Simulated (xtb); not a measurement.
H9Si4 (SMILES [SiH3][Si]([SiH3])[SiH3]), doublet, geometry from GFN2-xTB; GFN2-xTB in xtb.

xtb was given this input:
```
$ xtb mol.xyz --gfn 2 --uhf 1 --hess --json

# file mol.xyz
13

Si    -0.64128357     2.18177912     0.05481492
Si     0.05797390     0.01254242    -0.35377634
Si     2.16552900    -0.55530696     0.41955194
Si    -1.56463877    -1.63481843    -0.22792767
H      0.38427030     3.15177800    -0.34325110
H     -0.96382440     2.49841278     1.45372838
H     -1.85110654     2.49956383    -0.71088721
H      3.17212496     0.41234398    -0.02949024
H      2.57737442    -1.86772841    -0.08893903
H      2.31422011    -0.63162606     1.88007456
H     -1.05320717    -2.91736138    -0.72212183
H     -2.72966171    -1.29323917    -1.05092999
H     -2.09631772    -1.91088988     1.11453659
```

What the program printed (banner, timings and long lists left out):

```
   ID    Z sym.   atoms
    1   14 Si     1-4
    2    1 H      5-13

           -------------------------------------------------
          |                Calculation Setup                |
           -------------------------------------------------

           -------------------------------------------------
          |                 G F N 2 - x T B                 |
           -------------------------------------------------

          ...................................................
          :                      SETUP                      :
          :.................................................:
          :  # basis functions                  49          :
          :  # atomic orbitals                  45          :
          :  # shells                           21          :
          :  # electrons                        25          :
          :  max. iterations                   250          :
          :  Hamiltonian                  GFN2-xTB          :
          :  restarted?                      false          :
          :  GBSA solvation                  false          :
          :  PC potential                    false          :
          :  electronic temp.          300.0000000     K    :
          :  accuracy                    1.0000000          :
          :  -> integral cutoff          0.2500000E+02      :
          :  -> integral neglect         0.1000000E-07      :
          :  -> SCF convergence          0.1000000E-05 Eh   :
          :  -> wf. convergence          0.1000000E-03 e    :
          :  Broyden damping             0.4000000          :
          :  net charge                          0          :
          :  unpaired electrons                  1          :
          ...................................................

 iter      E             dE          RMSdq      gap      omega  full diag
   1    -11.3890912 -0.113891E+02  0.586E+00    2.68       0.0  T
   2    -11.5184445 -0.129353E+00  0.306E+00    2.16       1.0  T
   3    -11.5188903 -0.445762E-03  0.204E+00    2.52       1.0  T
   4    -11.5276265 -0.873619E-02  0.908E-01    2.31       1.0  T
   5    -11.5277669 -0.140411E-03  0.237E-01    2.29       1.0  T
   6    -11.5277614  0.543894E-05  0.815E-02    2.28       1.0  T
   7    -11.5277717 -0.102558E-04  0.352E-02    2.29       1.0  T
   8    -11.5277754 -0.368942E-05  0.746E-03    2.29       3.7  T
   9    -11.5277754 -0.314307E-07  0.432E-03    2.29       6.4  T
[...]
         :: total energy             -11.426490770801 Eh    ::
[...]
   ------------------------------------------------------------------------
       1     39.09    -1.58159 ( 27.20%)    -1.12911 ( 72.80%)    -1.25217
       2     39.88    -1.56974 ( 28.82%)    -1.12317 ( 71.18%)    -1.25185
       3     45.12    -1.49690 ( 39.87%)    -1.08667 ( 60.13%)    -1.25023
       4     85.39    -1.12193 ( 89.48%)    -0.89783 ( 10.52%)    -1.09836
       5     85.73    -1.11959 ( 89.63%)    -0.89664 ( 10.37%)    -1.09647
       6     89.83    -1.09233 ( 91.24%)    -0.88282 (  8.76%)    -1.07399
   ------------------------------------------------------------------------

   temp. (K)  partition function   enthalpy   heat capacity  entropy
                                   cal/mol     cal/K/mol   cal/K/mol   J/K/mol
 298.15  VIB  0.201E+05             5165.772     28.262     33.797
         ROT  0.470E+06              888.752      2.981     28.937
         INT  0.943E+10             6054.525     31.243     62.734
         TR   0.129E+28             1481.254      4.968     40.278
         TOT                        7535.7784    36.2113   103.0118   431.0015

       T/K    H(0)-H(T)+PV         H(T)/Eh          T*S/Eh         G(T)/Eh
   ------------------------------------------------------------------------
    298.15    0.120090E-01    0.829943E-01    0.489442E-01    0.340501E-01
   ------------------------------------------------------------------------

         :::::::::::::::::::::::::::::::::::::::::::::::::::::
         ::                  THERMODYNAMIC                  ::
         :::::::::::::::::::::::::::::::::::::::::::::::::::::
         :: total free energy         -11.392440676606 Eh   ::
         ::.................................................::
         :: total energy              -11.426490771459 Eh   ::
         :: zero point energy           0.070985316561 Eh   ::
         :: G(RRHO) w/o ZPVE           -0.036935221708 Eh   ::
         :: G(RRHO) contrib.            0.034050094853 Eh   ::
         :::::::::::::::::::::::::::::::::::::::::::::::::::::

           -------------------------------------------------
          | TOTAL ENERGY              -11.426490771459 Eh   |
          | TOTAL ENTHALPY            -11.343496427539 Eh   |
          | TOTAL FREE ENERGY         -11.392440676606 Eh   |
          | GRADIENT NORM               0.000064036860 Eh/α |
          | HOMO-LUMO GAP               2.290062378775 eV   |
           -------------------------------------------------

normal termination of xtb
```
